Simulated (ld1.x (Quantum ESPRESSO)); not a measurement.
## Kr: what ld1.x (Quantum ESPRESSO) 7.5 does with a changed input

Command:

```bash
ld1.x < Kr.in > Kr.out
```

Input:

```
&input
   title='Kr', zed=36., rel=1, dft='PBESOL', iswitch=3, beta=0.002,
   config='[Kr] 4f-2',
   nld=4, rlderiv=1.70, eminld=-16.0, emaxld=5.0, deld=0.04
 /
 &inputp
   pseudotype=3, lpaw=.true., tm=.true., lloc=-1, rcloc=1.20,
   nlcc=.true., new_core_ps=.true., rcore=0.45,
   which_augfun='BESSEL', rmatch_augfun=0.75,
   file_pseudopw='Kr.UPF', file_wfcaegen='ae.wfc', file_wfcncgen='nc.wfc', file_beta='beta', file_chi='chi', file_wfcusgen='us.wfc'
 /
8
4S  1  0   2.00   0.00  1.20  1.55  0.0
4S  1  0   0.00   0.60  1.20  1.55  0.0
3P  2  1   6.00   0.00  0.75  0.85  0.0
4P  3  1   6.00   0.00  0.75  0.85  0.0
3D  3  2  10.00   0.00  1.05  1.20  0.0
3D  3  2   0.00  -3.45  1.05  1.20  0.0
4F  4  3  -2.00   0.35  1.00  1.25  0.0
4F  4  3  -2.00   0.90  1.00  1.25  0.0
 &test
   configts(1)='3p6 3d10 4s2 4p6'
 /
```

This is an input that runs to its end, with one change: mixing beta=0.002.

Problem. How does the run end?

Solution. The program runs through. The occupied levels of the test differ from the all-electron ones by at most 0.00078 Ry (unchanged input: 0.00078 Ry). Messages: warning: convergence not achieved.

```
       (This warning will only be printed once per wavefunction)

     Computing logarithmic derivative in   1.70788
     Computing the partial wave expansion
     R is outside the sphere for l=    0 j= 0.00
     R is outside the sphere for l=    0 j= 0.00
     R is outside the sphere for l=    1 j= 0.00
     R is outside the sphere for l=    1 j= 0.00
     R is outside the sphere for l=    2 j= 0.00
     R is outside the sphere for l=    2 j= 0.00
     R is outside the sphere for l=    3 j= 0.00
     R is outside the sphere for l=    3 j= 0.00

     ---------------------- Testing the pseudopotential ----------------------

     Kr
     scalar relativistic calculation

     atomic number is 36.00   valence charge is 24.00
     dft = SLA  PW   PSX  PSC   lsd =0 sic =0 latt =0  beta=0.00 tr2=1.0E-14
     mesh =1217 r(mesh) = 101.13751 xmin = -7.00 dx = 0.01250

     n l     nl             e AE (Ry)        e PS (Ry)    De AE-PS (Ry)
     2 1     3P   1( 6.00)      -14.32769      -14.32693       -0.00076
     3 2     3D   1(10.00)       -5.98201       -5.98123       -0.00078
     1 0     4S   1( 2.00)       -1.69368       -1.69357       -0.00011
     3 1     4P   1( 6.00)       -0.67920       -0.67914       -0.00006

     eps = 5.8E-15  iter =157

     Etot =   -5576.905796 Ry,   -2788.452898 Ha,  -75877.668839 eV
     Etotps =  -877.836529 Ry,    -438.918264 Ha,  -11943.574423 eV

     Ekin =     882.480861 Ry,     441.240430 Ha,   12006.763777 eV
     Encl =   -2191.158877 Ry,   -1095.579439 Ha,  -29812.235266 eV
     Ehrt =     620.163289 Ry,     310.081644 Ha,    8437.751392 eV
     Ecxc =    -189.321801 Ry,     -94.660901 Ha,   -2575.854326 eV
     (Ecc =      -6.453337 Ry,      -3.226669 Ha,     -87.802128 eV)

     ---------------------- End of pseudopotential test ----------------------
```
